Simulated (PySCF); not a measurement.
# Working out the ionisation energy of Si⁺

Si⁺ [Ne] 3s2 3p1 (2P) → Si²⁺ [Ne] 3s2 (1S). All numbers are calculated (PySCF 2.14, scalar relativity by spin-free X2C-1e, in aug-cc-pVQZ-DK (7s6p4d3f2g, 84 functions)). Frozen: [Ne]. Energies in hartree (1 hartree = 27.21139 eV):

```csv
part,Si⁺ (lower),Si²⁺ (upper)
UHF,-289.180943,-288.599126
MP2 opposite-spin,-0.041097,-0.033173
MP2 same-spin,-0.002826,0.000000
```

Q: What does Hartree-Fock give?

A: (-288.599126) − (-289.180943) = 0.581817 hartree = 15.832 eV.

Q: What do MP2 and SCS-MP2 (6/5 opposite-spin, 1/3 same-spin) give?

A: The opposite-spin parts differ by 0.216 eV and the same-spin parts by 0.077 eV. MP2: 15.832 + (0.216) + (0.077) = 16.125 eV. SCS-MP2: 15.832 + 1.2 × (0.216) + (0.077)/3 = 16.117 eV.

Measured between the centres of the two terms (NIST): 16.322 eV, so MP2 (valence) is off by -0.197 eV.

What remains against the reference includes basis incompleteness, the frozen core and correlation beyond second order.
